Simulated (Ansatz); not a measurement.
Geometry optimisation, DFT PBE, scalar-relativistic, plane waves, PAW in Ansatz.

Input file:

```yaml
crystal:
  lattice:
    - [10.86, 0.0, 0.0]
    - [0.0, 10.86, 0.0]
    - [0.0, 0.0, 10.86]
  atoms:
    - { symbol: Si, position: [0.5, 0.0, 0.0] }
    - { symbol: Si, position: [0.625, 0.125, 0.125] }
    - { symbol: Si, position: [0.75, 0.25, 0.0] }
    - { symbol: Si, position: [1.0, 0.5, 0.0] }
    - { symbol: Si, position: [0.75, 0.0, 0.25] }
    - { symbol: Si, position: [0.875, 0.125, 0.375] }
    - { symbol: Si, position: [0.0, 0.0, 0.0] }
    - { symbol: Si, position: [0.125, 0.125, 0.125] }
    - { symbol: Si, position: [0.25, 0.25, 0.0] }
    - { symbol: Si, position: [0.375, 0.375, 0.125] }
    - { symbol: Si, position: [0.5, 0.5, 0.0] }
    - { symbol: Si, position: [0.625, 0.625, 0.125] }
    - { symbol: Si, position: [0.75, 0.75, 0.0] }
    - { symbol: Si, position: [0.875, 0.875, 0.125] }
    - { symbol: Si, position: [0.25, 0.0, 0.25] }
    - { symbol: Si, position: [0.375, 0.125, 0.375] }
    - { symbol: Si, position: [0.5, 0.25, 0.25] }
    - { symbol: Si, position: [0.625, 0.375, 0.375] }
    - { symbol: Si, position: [0.75, 0.5, 0.25] }
    - { symbol: Si, position: [0.875, 0.625, 0.375] }
    - { symbol: Si, position: [0.5, 0.0, 0.5] }
    - { symbol: Si, position: [0.625, 0.125, 0.625] }
    - { symbol: Si, position: [0.75, 0.25, 0.5] }
    - { symbol: Si, position: [0.875, 0.375, 0.625] }
    - { symbol: Si, position: [0.75, 0.0, 0.75] }
    - { symbol: Si, position: [0.875, 0.125, 0.875] }
    - { symbol: Si, position: [0.125, 0.625, 0.125] }
    - { symbol: Si, position: [0.25, 0.75, 0.0] }
    - { symbol: Si, position: [0.375, 0.875, 0.125] }
    - { symbol: Si, position: [0.0, 0.25, 0.25] }
    - { symbol: Si, position: [0.125, 0.375, 0.375] }
    - { symbol: Si, position: [0.25, 0.5, 0.25] }
    - { symbol: Si, position: [0.375, 0.625, 0.375] }
    - { symbol: Si, position: [0.5, 0.75, 0.25] }
    - { symbol: Si, position: [0.625, 0.875, 0.375] }
    - { symbol: Si, position: [0.0, 0.0, 0.5] }
    - { symbol: Si, position: [0.125, 0.125, 0.625] }
    - { symbol: Si, position: [0.25, 0.25, 0.5] }
    - { symbol: Si, position: [0.375, 0.375, 0.625] }
    - { symbol: Si, position: [0.5, 0.5, 0.5] }
    - { symbol: Si, position: [0.625, 0.625, 0.625] }
    - { symbol: Si, position: [0.75, 0.75, 0.5] }
    - { symbol: Si, position: [0.875, 0.875, 0.625] }
    - { symbol: Si, position: [0.25, 0.0, 0.75] }
    - { symbol: Si, position: [0.375, 0.125, 0.875] }
    - { symbol: Si, position: [0.5, 0.25, 0.75] }
    - { symbol: Si, position: [0.625, 0.375, 0.875] }
    - { symbol: Si, position: [0.75, 0.5, 0.75] }
    - { symbol: Si, position: [0.875, 0.625, 0.875] }
    - { symbol: Si, position: [0.0, 0.75, 0.25] }
    - { symbol: Si, position: [0.125, 0.875, 0.375] }
    - { symbol: Si, position: [0.0, 0.5, 0.5] }
    - { symbol: Si, position: [0.125, 0.625, 0.625] }
    - { symbol: Si, position: [0.25, 0.75, 0.5] }
    - { symbol: Si, position: [0.375, 0.875, 0.625] }
    - { symbol: Si, position: [0.0, 0.25, 0.75] }
    - { symbol: Si, position: [0.125, 0.375, 0.875] }
    - { symbol: Si, position: [0.25, 0.5, 0.75] }
    - { symbol: Si, position: [0.375, 0.625, 0.875] }
    - { symbol: Si, position: [0.5, 0.75, 0.75] }
    - { symbol: Si, position: [0.625, 0.875, 0.875] }
    - { symbol: Si, position: [0.0, 0.75, 0.75] }
    - { symbol: Si, position: [0.125, 0.875, 0.875] }
basis:
  ecutwfc: 420.0
kpoints:
  mp_grid: { grid: [1, 1, 1] }
hamiltonian:
  xc: pbe
  pseudopotentials: { kind: paw, azcp: { folder: soft_1 } }
scf:
  occupations: { method: gaussian, width: 0.05 }
  lower_state_search: "off"
relax:
  f_tol: 0.03
  max_steps: 60
  adjacent_minimum: "off"
output:
  write_density: true
  write_potential: true
  elf: true
  volumetric_format: npy
```

Command:

```bash
$ ansatz run input.yaml --threads 4 --pin off --max-ram 10240MiB --backend cpu --events-out ev --progress --plain --runs-dir out
```

Question: Where does it end, and by what steps?

Answer: The run converged. Limits of this set-up: coarse k mesh. After 3 steps the energy has fallen by 0.076 eV; Si3 moved furthest, 0.11 Å.

```tsv
step	energy less start (eV)	largest force component (eV/Å)	accepted
0	0.0000	0.156	yes
1	-0.0657	0.069	yes
2	-0.0738	0.032	yes
3	-0.0759	0.019	yes
```

```xyz
63
Lattice="10.8600 0.0000 0.0000 0.0000 10.8600 0.0000 0.0000 0.0000 10.8600" Properties=species:S:1:pos:R:3
Si 5.441 0.011 -0.001
Si 6.814 1.384 1.362
Si 8.211 2.781 0.066
Si 10.794 5.364 0.066
Si 8.148 0.001 2.712
Si 9.498 1.384 4.046
Si -0.003 0.001 0.003
Si 1.331 1.384 1.353
Si 2.714 2.718 0.003
Si 4.072 4.072 1.357
Si 5.431 5.427 0.003
Si 6.814 6.761 1.353
Si 8.148 8.144 0.003
Si 9.502 9.502 1.357
Si 2.704 0.011 2.716
Si 4.069 1.361 4.069
Si 5.431 2.718 2.712
Si 6.814 4.068 4.046
Si 8.211 5.364 2.649
Si 9.507 6.761 4.046
Si 5.429 -0.001 5.431
Si 6.791 1.361 6.791
Si 8.148 2.718 5.429
Si 9.502 4.072 6.787
Si 8.144 0.011 8.156
Si 9.507 1.384 9.529
Si 1.331 6.761 1.362
Si 2.704 8.134 -0.001
Si 4.072 9.502 1.357
Si -0.066 2.781 2.649
Si 1.331 4.077 4.046
Si 2.714 5.427 2.712
Si 4.076 6.784 4.069
Si 5.441 8.134 2.716
Si 6.791 9.499 4.069
Si 0.001 0.011 5.419
Si 1.354 1.361 6.784
Si 2.704 2.714 5.419
Si 4.072 4.072 6.787
Si 5.441 5.431 5.419
Si 6.791 6.784 6.784
Si 8.144 8.134 5.419
Si 9.502 9.502 6.787
Si 2.716 -0.001 8.144
Si 4.076 1.361 9.506
Si 5.441 2.714 8.156
Si 6.814 4.077 9.529
Si 8.148 5.427 8.146
Si 9.498 6.761 9.529
Si -0.003 8.144 2.712
Si 1.354 9.506 4.069
Si -0.003 5.427 5.429
Si 1.354 6.784 6.791
Si 2.716 8.146 5.431
Si 4.072 9.502 6.787
Si -0.003 2.718 8.146
Si 1.331 4.068 9.529
Si 2.704 5.431 8.156
Si 4.069 6.784 9.506
Si 5.429 8.146 8.144
Si 6.791 9.506 9.506
Si 0.001 8.134 8.156
Si 1.354 9.499 9.506
```

Run time: 20 s on 4 threads of Intel(R) Xeon(R) Platinum 8259CL CPU @ 2.50GHz (Skylake/Cascade Lake), with other jobs on the host, peak memory 1.1 GiB.
